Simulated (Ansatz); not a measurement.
```xyz
4

S     0.0000    0.0000    0.0000
O     1.5568    0.0000    0.0000
O    -0.7784    1.3482    0.0000
O    -0.7784   -1.3482    0.0000
```

Basis set: def2-TZVP (spherical functions). Left uncorrelated: 8 orbitals. Charge 0, multiplicity 1.

Computed with Ansatz (development build ahead of 0.2.0); each method stands on the lowest determinant of its kind that the runs found. Restricted open shells among the atoms or ions are ROHF, correlated in semicanonical orbitals with singles.

**Question.** Give the atomization energy at this shape (free ground-state atoms in the same class of orbitals less the molecule, no zero-point energy) of singlet SO₃ by RHF-MP2, RHF.

**Answer.**

```
 method  atomization energy
RHF-MP2            14.24 eV
    RHF             4.08 eV
```

Caution: no unrestricted run beside it, a lower state can exist; the shape is not the minimum.
